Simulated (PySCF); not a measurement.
PySCF 2.14 output of an unrestricted PBE calculation on a single atom or ion in aug-cc-pVQZ-DK, with scalar relativity by spin-free X2C-1e:

```
SCF conv_tol = 1e-09
number electrons alpha = 11  beta = 9
    J. P. Perdew, K. Burke, and M. Ernzerhof.,  Phys. Rev. Lett. 77, 3865 (1996)
    J. P. Perdew, K. Burke, and M. Ernzerhof.,  Phys. Rev. Lett. 78, 1396 (1997)
    J. P. Perdew, K. Burke, and M. Ernzerhof.,  Phys. Rev. Lett. 77, 3865 (1996)
    J. P. Perdew, K. Burke, and M. Ernzerhof.,  Phys. Rev. Lett. 78, 1396 (1997)
cycle= 1 E= -852.383476418744  delta_E= -0.00894  |g|= 0.0202  |ddm|= 8.82
cycle= 2 E= -852.383553148674  delta_E= -7.67e-05  |g|= 0.00618  |ddm|=  1.2
cycle= 3 E= -852.383561572212  delta_E= -8.42e-06  |g|= 0.00195  |ddm|= 0.0478
cycle= 4 E= -852.383562366904  delta_E= -7.95e-07  |g|= 0.000119  |ddm|= 0.0529
cycle= 5 E= -852.38356237196  delta_E= -5.06e-09  |g|= 1.42e-05  |ddm|= 0.0137
cycle= 6 E= -852.383562372053  delta_E= -9.35e-11  |g|= 6.3e-07  |ddm|= 0.00194
converged SCF energy = -852.383562372053  <S^2> = 2.0004166  2S+1 = 3.0002777
```

The run itself started from symmetry-adapted Hartree-Fock orbitals and held the occupation by maximum overlap, on a logarithmic radial grid, so the iterations belong to that start.

Problem. Which element, charge and spin multiplicity is this?

Solution. Ti²⁺ (titanium, charge +2), multiplicity 3; the state was [Ar] 3d1 4p1, one real determinant (an excited configuration).

⟨L²⟩ = 8.02 against 12 for a pure F term, so this real determinant mixes terms.
